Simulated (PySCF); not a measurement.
C4H7FSi, SMILES C(=C/C=C)/[SiH2]F. Atoms are numbered in the order given.

```xyz
13

C     -0.3817     3.2841     0.0000
C     -0.3437     1.9417     0.0000
C      0.8875     1.1619     0.0000
C      0.9542    -0.1872     0.0000
Si    -0.4910    -1.3638     0.0000
F      0.1302    -2.8732     0.0000
H      0.5391     3.8759     0.0000
H     -1.3269     3.8317     0.0000
H     -1.2913     1.3878     0.0000
H      1.8157     1.7484     0.0000
H      1.9499    -0.6484     0.0000
H     -1.3408    -1.2228     1.2150
H     -1.3408    -1.2228    -1.2150
```
Charge 0, spin multiplicity 1.

Geometry: B3LYP-D3(BJ)/def2-SVP. The structure was generated by enumeration; whether it is a known compound was not checked. The values are those of a single conformer.

Two levels are set side by side: PBE/pcSseg-1 (PySCF) and HF/pcSseg-1 (PySCF). GIAO shifts against CFCl3 (¹⁹F), TMS (²⁹Si), TMS (¹H), TMS (¹³C) at the same level; non-relativistic, no solvent, atoms listed together averaged. Differences are taken from unrounded values.

```csv
quantity,HF
δ(¹³C) of C1 (ppm),134.0
δ(¹³C) of C2 (ppm),143.6
δ(¹³C) of C3 (ppm),161.3
δ(¹³C) of C4 (ppm),130.7
δ(²⁹Si) of Si5 (ppm),-16.6
δ(¹⁹F) of F6 (ppm),-180.9
"δ(¹H) of H7, H8 (ppm)",5.98
δ(¹H) of H9 (ppm),6.47
δ(¹H) of H10 (ppm),7.29
δ(¹H) of H11 (ppm),5.97
"δ(¹H) of H12, H13 (ppm)",5.21
```

### Question
What does PBE give, and how far is it from HF? (Estimate from the structure and the level; the computed values follow.)

### Answer

| quantity | PBE | PBE minus HF |
|---|---|---|
| δ(¹³C) of C1 (ppm) | 131.3 | -2.7 |
| δ(¹³C) of C2 (ppm) | 145.3 | 1.7 |
| δ(¹³C) of C3 (ppm) | 157.3 | -4.1 |
| δ(¹³C) of C4 (ppm) | 134.4 | 3.7 |
| δ(²⁹Si) of Si5 (ppm) | -2.3 | 14.4 |
| δ(¹⁹F) of F6 (ppm) | -260.2 | -79.2 |
| δ(¹H) of H7, H8 (ppm) | 5.84 | -0.14 |
| δ(¹H) of H9 (ppm) | 6.54 | 0.06 |
| δ(¹H) of H10 (ppm) | 7.08 | -0.21 |
| δ(¹H) of H11 (ppm) | 6.19 | 0.21 |
| δ(¹H) of H12, H13 (ppm) | 6.11 | 0.90 |

Rough cost on one machine, each run with all the roots and properties that it gave: HF against PBE within a factor of 2.
